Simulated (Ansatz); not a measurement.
A structure relaxed at PBE-D4/def2-SVP in Ansatz, charge 0, singlet:

```xyz
48

Ti   -2.125   -1.351   -0.794
Ti    2.403    0.737    0.297
Ti    0.320    0.210   -2.607
Ti    1.208   -2.330   -0.212
Ti   -0.714    2.811   -0.280
Ti   -0.642   -0.185    1.966
O     2.124   -3.665   -1.031
O     2.816   -1.197    0.021
O     0.879   -3.083    1.342
O    -0.646   -2.779   -1.020
O     4.082    1.300   -0.104
O     0.291    0.391   -4.393
O     1.961    0.867   -1.788
O    -1.311   -0.371   -2.127
O     1.130   -1.511   -2.309
O     2.470    0.915    2.034
O     0.414   -0.396    0.446
O     0.385    0.748    3.377
O    -0.114   -1.617    3.107
O    -1.783   -1.786    1.134
O    -3.417   -2.403   -1.470
O    -2.476    0.300    2.445
O     1.278    2.449    0.125
O    -0.219    2.173   -2.127
O    -0.673    4.596   -0.105
O    -0.901    1.937    1.465
O    -3.062    0.070   -0.070
O    -2.404    2.460   -0.655
H     2.413   -3.470   -1.944
H     3.620   -1.401   -0.490
H     0.576   -2.597    2.206
H    -0.920   -3.698   -0.840
H     4.650    1.505    0.663
H     1.098    0.595   -4.903
H     1.954    1.844   -1.883
H     0.417   -2.158   -2.531
H     1.683    0.847    2.729
H     0.095    1.680    3.301
H     0.384   -1.245    3.863
H    -1.212   -2.581    1.213
H    -4.360   -2.196   -1.338
H    -2.902   -0.471    2.868
H     1.450    2.921    0.965
H    -1.047    2.296   -2.638
H    -1.477    5.147   -0.138
H    -1.815    2.002    1.823
H    -3.061    0.170    0.945
H    -2.819    1.522   -0.540
```

Question: Give its formula.

Answer: Ti₆O₂₂H₂₀.

Question: Summarise the bond lengths by kind (pairs closer than 1.2 times the sum of covalent radii, bridged metal pairs left out).

Answer: 33 × O–Ti 1.75 to 2.29 Å; 20 × H–O 0.97 to 1.05 Å.

Single mean-field runs in def2-SVP are fitted with def2-universal-jkfit.
